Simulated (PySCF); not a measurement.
Chromium: a sound run and one with changed settings

Sound run: Cr [Ar] 3d5 4s1, Cr⁺ [Ar] 3d5. Computed with PySCF 2.14 in x2c-TZVPall (6s5p4d1f, 48 functions), with the spin-free X2C one-electron Hamiltonian (Gaussian nucleus). The sound run starts from symmetry-adapted Hartree-Fock orbitals and uses a fine grid where one is needed.

A second run was set up differently.

| species | method | sound run (hartree) | changed run (hartree) | converged |
| --- | --- | --- | --- | --- |
| Cr | UHF | -1049.64352 | -1049.64352 | yes |
| Cr | TPSS | -1050.79999 | -1044.48646 | yes |
| Cr | M06-2X | -1050.73157 | -1048.49220 | yes |
| Cr⁺ | UHF | -1049.42242 | -1049.42242 | yes |
| Cr⁺ | TPSS | -1050.53385 | -1044.25440 | yes |
| Cr⁺ | M06-2X | -1050.48776 | -1048.27043 | yes |

Ionisation energy of Cr:

| method | sound run (eV) | changed run (eV) |
| --- | --- | --- |
| UHF | 6.016 | 6.016 |
| TPSS | 7.242 | 6.315 |
| M06-2X | 6.634 | 6.035 |

Question: What was changed?
A. all electrons correlated in a valence basis
B. a valence shell is frozen
C. too few SCF iterations
D. radial grid too coarse

Answer: D. It used radial step 1.2 in ln r (0.13 in the sound run). A coarse radial grid mis-integrates the density and the exchange-correlation energy, with errors of either sign; Hartree-Fock needs no grid.
